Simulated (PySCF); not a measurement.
Selenium: a sound run and one with changed settings

Sound run: Se [Ar] 3d10 4s2 4p4, Se⁺ [Ar] 3d10 4s2 4p3. All numbers are calculated (PySCF 2.14, the spin-free X2C one-electron Hamiltonian (Gaussian nucleus), in cc-pVDZ-DK (5s4p2d, 27 functions)). In the sound run the correlated levels freeze [Ar] 3d10. The sound run starts from symmetry-adapted Hartree-Fock orbitals and uses a fine grid where one is needed.

Changed run: no relativity, point nucleus. This setting is unsound on purpose.

| species | method | sound run (hartree) | changed run (hartree) | converged |
| --- | --- | --- | --- | --- |
| Se | UHF | -2427.95937 | -2383.02748 | yes |
| Se | BP86 | -2430.03043 | -2385.10282 | yes |
| Se | PBE0 | -2429.42619 | -2384.49712 | yes |
| Se | MP2 | -2428.03040 | -2383.09892 | yes |
| Se | CCSD(T) | -2428.04662 | -2383.11565 | yes |
| Se⁺ | UHF | -2427.64684 | -2382.71196 | yes |
| Se⁺ | BP86 | -2429.67100 | -2384.74050 | yes |
| Se⁺ | PBE0 | -2429.07433 | -2384.14221 | yes |
| Se⁺ | MP2 | -2427.70305 | -2382.76907 | yes |
| Se⁺ | CCSD(T) | -2427.71835 | -2382.78505 | yes |

Ionisation energy of Se:

```tsv
method	sound run (eV)	changed run (eV)
UHF	8.504	8.586
BP86	9.781	9.859
PBE0	9.574	9.658
MP2	8.907	8.976
SCS-MP2	8.927	8.995
CCSD	8.927	8.991
CCSD(T)	8.933	8.996
```

Most of the change in total energy is the relativistic energy itself. On top of that the contraction fixes the core shape for the Hamiltonian it was made with, so the changed run is not a good calculation with the other Hamiltonian either.

For comparison, NIST gives 9.752 eV between the lowest levels.
